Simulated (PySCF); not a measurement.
**Telling isomers of C₆H₁₀FP apart by NMR**

Theoretical values (PySCF): GFN2-xTB geometry, shieldings: GIAO PBE0/pcSseg-1. Non-relativistic Hamiltonian, no solvent, a single conformation, equivalent nuclei averaged.

References, each an isolated molecule treated in the same way: ¹H (σ = 31.72 ppm) and ¹³C (σ = 186.93 ppm) vs TMS. Splittings of carbon signals by F and P are missing where no couplings were computed. Where no couplings were computed, multiplicities follow the n + 1 count of equivalent neighbours, and m marks all less simple cases (inequivalent or close neighbours, rings, F or P nearby). Shifts are as computed. Against solution values, carbons near 30 ppm lie about +3 ppm off and those near 130 ppm about +5 ppm. Of 1211 compounds with measured shifts, 218 miss one by over three times the rms of a fit or turn the order of signals round; such compounds aren't used in these exercises.

(1) Tabulate the signals of `C=C/P=C(\F)C(C)C`, `C/C=C/P1CC(F)C1` and their relative energies.

(2) What is the quickest way to tell C=C/P=C(\F)C(C)C from C/C=C/P1CC(F)C1?

Results:

(1) 
```tsv
SMILES	carbon types	δC	δH	E rel. (kcal/mol)
C=C/P=C(\F)C(C)C	1×C 2×CH 1×CH2 2×CH3	234.0, 145.6, 136.2, 42.7, 23.5	7.96 (m, 1H), 6.20 (m, 1H), 6.15 (m, 1H), 2.89 (m, 1H), 1.32 (d, 6H)	7.4
C/C=C/P1CC(F)C1	3×CH 2×CH2 1×CH3	143.9, 141.8, 90.5, 37.8, 25.0	6.32 (m, 1H), 6.13 (m, 1H), 5.34 (m, 1H), 2.41 (m, 2H), 2.23 (m, 2H), 2.03 (d, 3H)	0.0
```

Energies are electronic energies at PBE0/pcSseg-1 on these geometries, without zero-point or thermal terms, each for the one conformer computed, which needn't be the lowest.

(2) Both give the same number of carbon signals, but DEPT or the intensities differ. The first has a carbon double-bonded to a heavier main-group atom (C) at 234.0 ppm, the second an sp3 CH2 bonded to P at 37.8 ppm. Their most deshielded carbons lie at 234.0 and 143.9 ppm. In the proton spectra the most deshielded non-exchanging signals are 7.96 (m, 1H) and 6.32 (m, 1H).
